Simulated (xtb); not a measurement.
O$_{4}$W, charge -2, singlet, from a rough starting geometry (GFN-xTB shapes and energies of metal compounds can be far from the true ones); GFN2-xTB in xtb 6.7.1.

Input for xtb:
```
$ xtb mol.xyz --gfn 2 --chrg -2 --opt vtight --json

# file mol.xyz
5

W      0.01461267    -0.02540798     0.02583083
O      1.18325991     0.77389513    -1.01788231
O      0.78279251    -0.92082018     1.27621215
O     -0.98501160    -1.08450525    -0.92014183
O     -0.97102626     1.28086796     0.72765500
```

What does xtb print? Leave out banner, timings and long lists.


```
   ID    Z sym.   atoms
    1   74 W      1
    2    8 O      2-5

           -------------------------------------------------
          |                Calculation Setup                |
           -------------------------------------------------

           -------------------------------------------------
          |                 G F N 2 - x T B                 |
           -------------------------------------------------

          ...................................................
          :                      SETUP                      :
          :.................................................:
          :  # basis functions                  26          :
          :  # atomic orbitals                  25          :
          :  # shells                           11          :
          :  # electrons                        32          :
          :  max. iterations                   250          :
          :  Hamiltonian                  GFN2-xTB          :
          :  restarted?                      false          :
          :  GBSA solvation                  false          :
          :  PC potential                    false          :
          :  electronic temp.          300.0000000     K    :
          :  accuracy                    1.0000000          :
          :  -> integral cutoff          0.2500000E+02      :
          :  -> integral neglect         0.1000000E-07      :
          :  -> SCF convergence          0.1000000E-05 Eh   :
          :  -> wf. convergence          0.1000000E-03 e    :
          :  Broyden damping             0.4000000          :
          :  net charge                         -2          :
          :  unpaired electrons                  0          :
          ...................................................

 iter      E             dE          RMSdq      gap      omega  full diag
   1     -7.7241931 -0.772419E+01  0.297E+01    2.54       0.0  T
   2    -11.6425671 -0.391837E+01  0.317E+01   22.99       1.0  T
   3    -15.8160827 -0.417352E+01  0.206E+01   10.57       1.0  T
   4    -17.6466982 -0.183062E+01  0.144E+01    7.92       1.0  T
   5    -17.2323554  0.414343E+00  0.141E+01    3.62       1.0  T
   6    -14.2270377  0.300532E+01  0.217E+01    3.14       1.0  T
   7    -18.9667055 -0.473967E+01  0.760E+00    6.02       1.0  T
   8    -17.6471126  0.131959E+01  0.121E+01    8.28       1.0  T
   9    -18.5619251 -0.914813E+00  0.757E+00    6.92       1.0  T
  10    -18.6064907 -0.445656E-01  0.727E+00    6.85       1.0  T
  11    -18.5751823  0.313084E-01  0.741E+00    6.93       1.0  T
  12    -18.9918324 -0.416650E+00  0.354E+00    6.10       1.0  T
  13    -19.0930081 -0.101176E+00  0.151E+00    5.70       1.0  T
  14    -19.0692331  0.237749E-01  0.204E+00    5.23       1.0  T
  15    -19.0609337  0.829942E-02  0.226E+00    5.22       1.0  T
  16    -19.0881401 -0.272064E-01  0.151E+00    5.35       1.0  T
  17    -19.1080678 -0.199278E-01  0.314E-01    5.54       1.0  T
  18    -19.1087228 -0.654960E-03  0.106E-01    5.61       1.0  T
  19    -19.1088670 -0.144249E-03  0.574E-02    5.58       1.0  T
  20    -19.1088123  0.547410E-04  0.915E-02    5.57       1.0  T
  21    -19.1088546 -0.423457E-04  0.526E-02    5.57       1.0  T
  22    -19.1088767 -0.220796E-04  0.183E-02    5.58       2.4  T
  23    -19.1088797 -0.302342E-05  0.394E-03    5.58      11.3  T
  24    -19.1088799 -0.144788E-06  0.131E-03    5.58      34.2  T
  25    -19.1088799 -0.756143E-08  0.698E-04    5.58      64.1  T
  26    -19.1088799 -0.449200E-08  0.883E-05    5.58     506.6  T

   *** convergence criteria satisfied after 26 iterations ***

         :::::::::::::::::::::::::::::::::::::::::::::::::::::
         ::                     SUMMARY                     ::
         :::::::::::::::::::::::::::::::::::::::::::::::::::::
         :: total energy             -19.055847862208 Eh    ::
         :: gradient norm              0.046842452926 Eh/a0 ::
         :: HOMO-LUMO gap              5.580416922877 eV    ::
         ::.................................................::
         :: SCC energy               -19.108879383994 Eh    ::
         :: -> isotropic ES            0.618357630166 Eh    ::
         :: -> anisotropic ES         -0.001196026228 Eh    ::
         :: -> anisotropic XC         -0.000022858931 Eh    ::
         :: -> dispersion             -0.004467331919 Eh    ::
         :: repulsion energy           0.053031521786 Eh    ::
         :: add. restraining           0.000000000000 Eh    ::
         :: total charge              -2.000000000000 e     ::
         :::::::::::::::::::::::::::::::::::::::::::::::::::::

      -----------------------------------------------------------
     |                   =====================                   |
     |                        A N C O P T                        |
     |                   =====================                   |
     |               Approximate Normal Coordinate               |
     |                Rational Function Optimizer                |
      -----------------------------------------------------------
      -----------------------------------------------------------
     |                   =====================                   |
     |                        A N C O P T                        |
     |                   =====================                   |
     |               Approximate Normal Coordinate               |
     |                Rational Function Optimizer                |
      -----------------------------------------------------------

          ...................................................
          :                      SETUP                      :
          :.................................................:
          :   optimization level         verytight          :
          :   max. optcycles                   200          :
          :   ANC micro-cycles                  20          :
[...]
 * total energy  :   -19.0558479 Eh     change       -0.5809397E-10 Eh
 * total energy  :   -19.0582254 Eh     change       -0.2377513E-02 Eh
 * total energy  :   -19.0588053 Eh     change       -0.5798817E-03 Eh
 * total energy  :   -19.0588372 Eh     change       -0.3197032E-04 Eh
 * total energy  :   -19.0588395 Eh     change       -0.2238520E-05 Eh
 * total energy  :   -19.0588398 Eh     change       -0.3460556E-06 Eh
 * total energy  :   -19.0588398 Eh     change       -0.1118906E-07 Eh
   *** GEOMETRY OPTIMIZATION CONVERGED AFTER 7 ITERATIONS ***
[...]
          :  -> wf. convergence          0.1000000E-03 e    :
          :  Broyden damping             0.4000000          :
          :  net charge                         -2          :
          :  unpaired electrons                  0          :
          ...................................................

 iter      E             dE          RMSdq      gap      omega  full diag
   1    -19.0994897 -0.190995E+02  0.315E-04    5.43       0.0  T
   2    -19.0994897  0.845951E-09  0.948E-04    5.43      47.2  T
   3    -19.0994897 -0.913726E-09  0.126E-04    5.43     355.9  T

   *** convergence criteria satisfied after 3 iterations ***

         :::::::::::::::::::::::::::::::::::::::::::::::::::::
         ::                     SUMMARY                     ::
         :::::::::::::::::::::::::::::::::::::::::::::::::::::
         :: total energy             -19.058839823909 Eh    ::
         :: gradient norm              0.000018791091 Eh/a0 ::
         :: HOMO-LUMO gap              5.426944401684 eV    ::
         ::.................................................::
         :: SCC energy               -19.099489067608 Eh    ::
         :: -> isotropic ES            0.613392857004 Eh    ::
         :: -> anisotropic ES         -0.001545217768 Eh    ::
         :: -> anisotropic XC         -0.000019294691 Eh    ::
         :: -> dispersion             -0.004439395863 Eh    ::
         :: repulsion energy           0.040649243699 Eh    ::
         :: add. restraining           0.000000000000 Eh    ::
         :: total charge              -2.000000000000 e     ::
         :::::::::::::::::::::::::::::::::::::::::::::::::::::

           -------------------------------------------------
          |                Property Printout                |
           -------------------------------------------------

    * Orbital Energies and Occupations

         #    Occupation            Energy/Eh            Energy/eV
      -------------------------------------------------------------
         1        2.0000           -0.3055987              -8.3158
       ...           ...                  ...                  ...
         4        2.0000           -0.2658074              -7.2330
         5        2.0000           -0.0368181              -1.0019
         6        2.0000           -0.0320496              -0.8721
         7        2.0000           -0.0320492              -0.8721
         8        2.0000           -0.0320480              -0.8721
         9        2.0000           -0.0152772              -0.4157
        10        2.0000           -0.0152770              -0.4157
        11        2.0000            0.0086669               0.2358
        12        2.0000            0.0086688               0.2359
        13        2.0000            0.0086705               0.2359
        14        2.0000            0.0173651               0.4725
        15        2.0000            0.0173664               0.4726
        16        2.0000            0.0173675               0.4726 (HOMO)
        17                          0.2168041               5.8995 (LUMO)
        18                          0.2168075               5.8996
        19                          0.2847811               7.7493
        20                          0.2847862               7.7494
        21                          0.2847866               7.7494
        22                          0.5227400              14.2245
        23                          0.7865663              21.4036
        24                          0.7865681              21.4036
        25                          0.7865804              21.4039
      -------------------------------------------------------------
                  HL-Gap            0.1994365 Eh            5.4269 eV
             Fermi-level            0.1170858 Eh            3.1861 eV

     #   Z          covCN         q      C6AA      α(0)
     1  74 W        3.317     1.044   394.422    43.802
     2   8 O        0.829    -0.761    30.451     7.398
     3   8 O        0.829    -0.761    30.451     7.398
     4   8 O        0.829    -0.761    30.451     7.398
     5   8 O        0.829    -0.761    30.451     7.398

 Mol. C6AA /au·bohr⁶  :       1697.856061
 Mol. C8AA /au·bohr⁸  :     119901.895316
 Mol. α(0) /au        :         73.392989

Wiberg/Mayer (AO) data.
largest (>0.10) Wiberg bond orders for each atom

 ---------------------------------------------------------------------------
     #   Z sym  total        # sym  WBO       # sym  WBO       # sym  WBO
 ---------------------------------------------------------------------------
     1  74 W    6.996 --     3 O    1.749     5 O    1.749     2 O    1.749
                             4 O    1.749
     2   8 O    2.031 --     1 W    1.749
     3   8 O    2.031 --     1 W    1.749
     4   8 O    2.031 --     1 W    1.749
     5   8 O    2.031 --     1 W    1.749
 ---------------------------------------------------------------------------

Topologies differ in total number of bonds
Writing topology from bond orders to xtbtopo.mol

molecular dipole:
                 x           y           z       tot (Debye)
 q only:       -0.019      -0.018      -0.069
   full:       -0.019      -0.018      -0.069       0.188
molecular quadrupole (traceless):
                xx          xy          yy          xz          yz          zz
 q only:        0.001      -0.001       0.001      -0.001      -0.001      -0.002
  q+dip:        0.001      -0.001       0.001      -0.001      -0.001      -0.002
   full:        0.001      -0.001       0.001      -0.001      -0.001      -0.002

optimized geometry written to: xtbopt.xyz

           -------------------------------------------------
          | TOTAL ENERGY              -19.058839823909 Eh   |
          | GRADIENT NORM               0.000018791091 Eh/α |
          | HOMO-LUMO GAP               5.426944401684 eV   |
           -------------------------------------------------

normal termination of xtb
```
